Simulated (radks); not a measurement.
Problem. Zr V, configuration [Kr]. All-electron calculation, Dirac Kohn-Sham, PBE, spin-unpolarised, spherical densities, finite nucleus; Fermi nuclear charge, rms radius 4.2694 fm. Program: a radial shooting solver on a logarithmic mesh with Libxc functionals. Some entries of the table are withheld. Estimate them.

| orbital | occ. | eigenvalue (eV) | <r> (bohr) | <r^2> (bohr^2) |
|---|---|---|---|---|
| 1s1/2 | 2 | -17859.72 | 0.03707 | 0.001853 |
| 2s1/2 | 2 | -2511.526 | 0.1623 | 0.03111 |
| 2p1/2 | 2 | -2302.673 | 0.1387 | 0.02360 |
| 2p3/2 | 4 | -2216.821 | 0.1430 | 0.02498 |
| 3s1/2 | 2 | -447.3806 | 0.4581 | (1) |
| 3p1/2 | 2 | -369.6420 | (2) | 0.2412 |
| 3p3/2 | 4 | -355.9596 | (3) | 0.2522 |
| 3d3/2 | 4 | -218.9730 | (4) | 0.2449 |
| 3d5/2 | 6 | -216.4710 | (5) | 0.2486 |
| 4s1/2 | 2 | -95.5462 | 1.189 | 1.598 |
| 4p1/2 | 2 | (6) | (7) | 1.917 |
| 4p3/2 | 4 | (8) | (9) | 1.993 |

Solution. 
(1) 3s1/2 <r^2> (bohr^2): 0.2408
(2) 3p1/2 <r> (bohr): 0.4547
(3) 3p3/2 <r> (bohr): 0.4652
(4) 3d3/2 <r> (bohr): 0.4499
(5) 3d5/2 <r> (bohr): 0.4535
(6) 4p1/2 eigenvalue (eV): -74.0897
(7) 4p1/2 <r> (bohr): 1.298
(8) 4p3/2 eigenvalue (eV): -72.1674
(9) 4p3/2 <r> (bohr): 1.324
